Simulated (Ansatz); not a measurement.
Geometry optimisation, RKS PBE0/def2-SVP in Ansatz 0.2.0.

input.yaml

```yaml
crystal:
  periodic: [false, false, false]
  atoms:
    - { symbol: Si, position_ang: [-1.1505, -1.4736, -0.6267] }
    - { symbol: C, position_ang: [-0.2203, -0.7784, 0.7778] }
    - { symbol: Si, position_ang: [1.3979, -0.25, 0.0569] }
    - { symbol: O, position_ang: [1.4816, 1.0316, -0.8536] }
    - { symbol: Si, position_ang: [0.7704, 2.4207, -0.5855] }
    - { symbol: H, position_ang: [-1.4844, -0.3717, -1.6595] }
    - { symbol: H, position_ang: [-0.4741, -2.5658, -1.2856] }
    - { symbol: H, position_ang: [-2.4637, -1.9204, -0.1491] }
    - { symbol: H, position_ang: [-0.0578, -1.5423, 1.5694] }
    - { symbol: H, position_ang: [-0.7195, 0.0571, 1.3028] }
    - { symbol: H, position_ang: [2.3683, -0.0152, 1.2119] }
    - { symbol: H, position_ang: [-0.24925, 2.76488, -1.58895] }
    - { symbol: H, position_ang: [1.73144, 3.55016, -0.62177] }
basis:
  gaussian: { orbitals: def2-SVP }
hamiltonian:
  xc: pbe0
relax:
  f_tol: 0.015
  max_steps: 40
output:
  orbitals: {}
```

Run as:

```bash
$ ansatz run input.yaml --threads 2 --pin off --max-ram 3072MiB --backend cpu --events-out ev --progress --plain --runs-dir out
```

Where does it end, and by what steps?

The run converged. After 20 steps the energy has fallen by 3.588 eV; Si3 moved furthest, 0.94 Å. Joined: Si3–Si5.

```csv
step,energy less start (eV),largest force component (eV/Å),accepted
0,0.0000,4.908,yes
1,-0.8020,3.388,yes
2,-1.3755,2.222,yes
3,-2.2163,3.695,yes
4,-3.0005,1.866,yes
5,-3.3692,1.330,yes
6,-3.5069,0.538,yes
7,-3.5371,0.483,yes
8,-3.5686,0.157,yes
9,-3.5740,0.096,yes
10,-3.5809,0.080,yes
11,-3.5799,0.116,no
12,-3.5837,0.027,yes
13,-3.5845,0.027,yes
14,-3.5849,0.021,yes
15,-3.5858,0.039,yes
16,-3.5863,0.054,yes
17,-3.5869,0.054,yes
18,-3.5873,0.049,yes
19,-3.5876,0.036,yes
20,-3.5877,0.014,yes
```

```xyz
13
Properties=species:S:1:pos:R:3
Si -1.228 -1.260 -0.661
C -0.233 -0.810 0.881
Si 1.096 0.467 0.581
O 1.599 0.589 -1.061
Si 0.947 2.169 -0.827
H -1.797 -0.027 -1.285
H -0.370 -1.966 -1.655
H -2.360 -2.160 -0.279
H 0.230 -1.725 1.291
H -0.924 -0.430 1.653
H 2.240 0.328 1.529
H -0.228 2.471 -1.692
H 1.958 3.261 -0.925
```

Time of the run: 64 s on 2 threads of Intel(R) Xeon(R) Platinum 8375C CPU @ 2.90GHz (Ice Lake) (shared host), peak memory 0.32 GiB.
